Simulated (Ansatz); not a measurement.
Reaction (redistribution): `C[NH][AlH][O][SiH3]` + `C[N](C)[Zn][Cl]` → `C[NH][AlH][Cl]` + `C[N](C)[Zn][O][SiH3]`

Calculated with Ansatz (gas phase, PBE0-D4/def2-TZVP geometries, no zero-point term in ΔE). CBS: MP2 limit from def2 TZ/QZ plus the TZ coupled-cluster correction, frozen cores. Functionals use def2-TZVPP. For Zn outer-core shells are correlated without core-valence functions, which leaves a few kJ/mol of doubt a bond. Scalar relativity is left out up to krypton. Each species was taken in one conformer, which may not be the lowest.

```csv
level,ΔE (kJ/mol)
PBE,59.7
MP2/def2-TZVPP,60.2
CCSD(T)/def2-TZVPP,62.9
HF/def2-QZVPP,82.6
MP2/def2-QZVPP,62.4
SCS-MP2/def2-QZVPP,64.0
HF/CBS(def2),82.8
CCSD/CBS(def2),68.8
```

What does CCSD(T)/CBS give? (Estimate.)

The calculation gave: +66.0 kJ/mol. The listed levels differ from it by -6.3, -5.8, -3.1, 16.6, -3.6, -2.0, 16.8, 2.8 kJ/mol.

Largest T1 diagnostic among the species: 0.015.

In def2-TZVPP, CCSD(T) changes the Hartree–Fock value by −18.7 kJ/mol (the triples alone add −2.8 kJ/mol) and MP2 by −21.3 kJ/mol. From PBE to PBE0 (25 % exact exchange), in def2-TZVPP and without D4, ΔE moves by +5.6 kJ/mol.
